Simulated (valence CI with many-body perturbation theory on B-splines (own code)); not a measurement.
**Energy levels of Re XXVII**

Computed by relativistic CI+MBPT: three valence electrons over a frozen Dirac-Fock core [Kr] 4d10, a basis of 8 s, 8 p, 9 d, 9 f, 6 g, 3 h, 2 i functions for each j, with the one-electron correlation potential Σ1 (screened to all orders), the two-electron term Σ2, the three-electron term Σ3, Breit, model QED; selected single and double excitations, second order for the rest (own B-spline code, finite nucleus).

No measured spectrum was set against this ion. As an estimate, large intervals hold to a few tenths of a per cent, small ones and those within an open d or f shell to about a per cent. Core correlation moves these levels by up to 49000 cm⁻¹, and in measured spectra 5 to 20 % of such shifts remained as error; rates that hang on mixing are uncertain with them.

Levels 1 to 45 of 64, with energies above the lowest level, 4f³ ⁴I°_9/2. "Leading %" is the weight of the configuration and term that name the level; weights of strongly mixed levels are sums over their largest components and can fall short. In the jj column 3d3/2^4 stands for four electrons in 3d with j = 3/2. Lifetimes count E1, E2, E3, M1 and M2 decay at the calculated energies, and are blank where another channel may lead or the interval is too uncertain; long ones can be off by a factor of two.

```csv
No.,Configuration,Term,J,E (eV),Leading %,Lifetime,Leading jj
1,4f³,⁴I°,9/2,0.00,81,,4f5/2^3 (85 %)
2,4f³,⁴I°,11/2,2.81,94,2.32 ms,4f5/2^2 4f7/2 (94 %)
3,4f³,⁴F°,3/2,4.49,61,,4f5/2^3 (81 %)
4,4f³,⁴I°,13/2,5.12,90,3.67 ms,4f5/2 4f7/2^2 (59 %)
5,4f³,²H°,9/2,5.84,36,1.84 ms,4f5/2^2 4f7/2 (82 %)
6,4f³,⁴F°,5/2,6.37,66,13.4 ms,4f5/2^2 4f7/2 (50 %)
7,4f³,⁴I°,15/2,7.07,77,9.54 ms,4f5/2 4f7/2^2 (48 %)
8,4f³,⁴S°,3/2,7.16,60,7.63 ms,4f5/2^2 4f7/2 (88 %)
9,4f³,⁴F°,7/2,7.26,48,12.9 ms,4f5/2^2 4f7/2 (91 %)
10,4f³,⁴G°,5/2,7.36,70,10.9 ms,4f5/2^2 4f7/2 (61 %)
11,4f³,⁴G°,7/2,8.70,67,4.23 ms,4f5/2^2 4f7/2 (82 %)
12,4f³,⁴F°,9/2,9.39,60,1.94 ms,4f5/2 4f7/2^2 (82 %)
13,4f³,²K°,13/2,9.53,86,1.23 ms,4f5/2^2 4f7/2 (53 %)
14,4f³,²H°,11/2,9.61,66,2.07 ms,4f5/2 4f7/2^2 (64 %)
15,4f³,²D°,3/2,10.45,30,1.56 ms,4f5/2 4f7/2^2 (51 %)
16,4f³,²P°,1/2,10.76,61,2.52 ms,4f5/2^2 4f7/2 (89 %)
17,4f³,²G°,7/2,10.77,51,1.56 ms,4f5/2 4f7/2^2 (89 %)
18,4f³,⁴G°,9/2,11.00,82,1.79 ms,4f5/2 4f7/2^2 (74 %)
19,4f³,²L°,15/2,11.21,44,1.55 ms,4f5/2^2 4f7/2 (62 %)
20,4f³,²D°,5/2,11.51,45,2.53 ms,4f5/2^2 4f7/2 (75 %)
21,4f³,²H°,11/2,12.19,60,4.51 ms,4f5/2^2 4f7/2 (59 %)
22,4f³,⁴D°,3/2,12.53,39,2.61 ms,4f5/2^2 4f7/2 (55 %)
23,4f³,²D°,5/2,12.91,73,1.50 ms,4f5/2 4f7/2^2 (84 %)
24,4f³,⁴G°,11/2,13.55,49,1.94 ms,4f5/2 4f7/2^2 (75 %)
25,4f³,²G°,9/2,13.63,41,1.13 ms,4f7/2^3 (53 %)
26,4f³,⁴D°,1/2,14.25,61,2.81 ms,4f5/2 4f7/2^2 (89 %)
27,4f³,²I°,13/2,14.95,94,2.64 ms,4f5/2 4f7/2^2 (95 %)
28,4f³,²D°,3/2,14.98,46,775 μs,4f5/2 4f7/2^2 (67 %)
29,4f³,⁴D°,7/2,15.07,91,2.82 ms,4f5/2 4f7/2^2 (68 %)
30,4f³,²L°,15/2,15.14,53,987 μs,4f7/2^3 (48 %)
31,4f³,²L°,17/2,15.43,100,3.09 ms,4f5/2 4f7/2^2 (100 %)
32,4f³,²H°,9/2,15.56,64,1.14 ms,4f7/2^3 (42 %)
33,4f³,²F°,5/2,16.65,51,550 μs,4f5/2 4f7/2^2 (89 %)
34,4f³,²D°,3/2,17.50,57,786 μs,4f7/2^3 (71 %)
35,4f³,²H°,11/2,17.93,64,804 μs,4f7/2^3 (69 %)
36,4f³,²F°,7/2,19.53,85,758 μs,4f5/2 4f7/2^2 (54 %)
37,4f³,²D°,5/2,19.89,58,588 μs,4f7/2^3 (77 %)
38,4f³,²G°,9/2,20.84,92,1.40 ms,4f5/2 4f7/2^2 (76 %)
39,4f³,²G°,7/2,21.29,86,1.91 ms,4f5/2 4f7/2^2 (45 %)
40,4f³,²F°,7/2,28.56,89,327 μs,4f7/2^3 (48 %)
41,4f³,²F°,5/2,29.35,99,535 μs,4f5/2 4f7/2^2 (84 %)
42,4f²5s,⁴H,7/2,124.76,89,4.21 μs,4f5/2^2 5s (96 %)
43,4f²5s,⁴H,9/2,125.45,55,3.29 μs,4f5/2^2 5s (93 %)
44,4f²5s,⁴F,3/2,127.13,87,1.21 μs,4f5/2^2 5s (86 %)
45,4f²5s,⁴F,5/2,127.71,62,1.24 μs,4f5/2^2 5s (83 %)
```

Names give the largest LS component (configuration and term), which can be under half, so a name can repeat, a term be missing and a line seem to break the LS rules; names also repeat where a configuration has a term twice.

Where two levels of one J and parity lie close, their mixing, g and order are uncertain.

The ionisation energy to 4f² ³H4 of the next ion comes out as 839.9 eV (NIST: 860 ± 40 eV (theoretical)). All 64 levels together are meant to be complete up to 142.20 eV.
